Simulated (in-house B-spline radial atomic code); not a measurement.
Radial electron density of Nb4+, [Kr] 6f1. Level of theory: Dirac-Hartree-Fock, average of configuration, Fermi nucleus of rms radius 4.324 fm; calculated with a B-spline radial code for spherical atoms.

Columns: r (bohr), 4πr²n(r) (electrons per bohr), bar.

```
 0.00158    1.748 #
   0.002    2.648 ##
 0.00253    3.971 ###
  0.0032    5.885 ####
 0.00405    8.605 ######
 0.00512    12.33 #########
 0.00648     17.3 ############
  0.0082    23.56 ################
  0.0104    30.99 #####################
  0.0131    38.69 ###########################
  0.0166     45.9 ################################
   0.021     50.8 ###################################
  0.0266    52.06 ####################################
  0.0336    49.56 ##################################
  0.0425    45.46 ###############################
  0.0538    43.95 ##############################
  0.0681    48.52 ##################################
  0.0861    57.59 ########################################
   0.109    63.58 ############################################
   0.138    58.92 #########################################
   0.174    46.55 ################################
   0.221    38.68 ###########################
   0.279    42.74 ##############################
   0.353    48.08 #################################
   0.447    40.85 ############################
   0.565    24.48 #################
   0.715    12.77 #########
   0.905     9.98 #######
    1.14    9.097 ######
    1.45    5.703 ####
    1.83    2.194 ##
    2.32   0.4686 
    2.93  0.04532 
    3.71  0.03048 
    4.69  0.08634 
    5.94  0.01957 
    7.51  0.04666 
    9.51   0.1748 
      12  0.09051 
    15.2  0.01019 
    19.2 0.0002314 
    24.4 6.494e-07 
    30.8 1.627e-10
```

On this grid the curve has 5 maxima, near 0.0266, 0.109, 0.353, 4.69, 9.51 bohr.

The 4p3/2 radial function P(r) = rR(r), positive near the nucleus, with its small component Q(r) (sign convention: Q ≈ (P' + κP/r)/2c):

```csv
r (bohr),P,Q
0.002,0.001231,-9.269e-05
0.0032,0.003043,-0.0002292
0.00512,0.007411,-0.0005584
0.0082,0.01765,-0.001332
0.0131,0.0403,-0.003047
0.021,0.08701,-0.006619
0.0336,0.1694,-0.01308
0.0538,0.2782,-0.02242
0.0861,0.3317,-0.0304
0.138,0.1573,-0.02711
0.221,-0.2884,-0.006866
0.353,-0.5154,0.01375
0.565,0.07255,0.01189
0.905,0.9213,-0.003079
1.45,0.8592,-0.007223
2.32,0.2544,-0.002388
3.71,0.017,-0.0001648
```
